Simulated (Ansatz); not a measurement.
Protons, H atoms and electrons added to or taken from C1CC1. All species are isolated molecules in the gas phase. Strings in code marks are SMILES.

Quantity: vertical detachment energy (energy after one electron is removed minus that of the parent at the parent's geometry), in eV.

Case: `[CH-]1CC1`. Geometry of `[CH-]1CC1` (charge -1, multiplicity 1, Å):

```xyz
8

C     -0.1412     0.9149    -0.6409
C     -0.7022    -0.3646    -0.0354
C      0.7848    -0.1067     0.0053
H     -0.3057     1.7542     0.0503
H     -1.0918    -1.1414    -0.6984
H     -1.2039    -0.3873     0.9410
H      1.2122     0.0319     1.0071
H      1.4477    -0.7009    -0.6289
```

Problem. What vertical detachment energy (energy after one electron is removed minus that of the parent at the parent's geometry) does frozen-core MP2/aug-cc-pVTZ // B3LYP-D3(BJ)/def2-TZVPD (Ansatz, a quantum-chemistry and plane-wave program) give?

Solution. 0.87 eV.
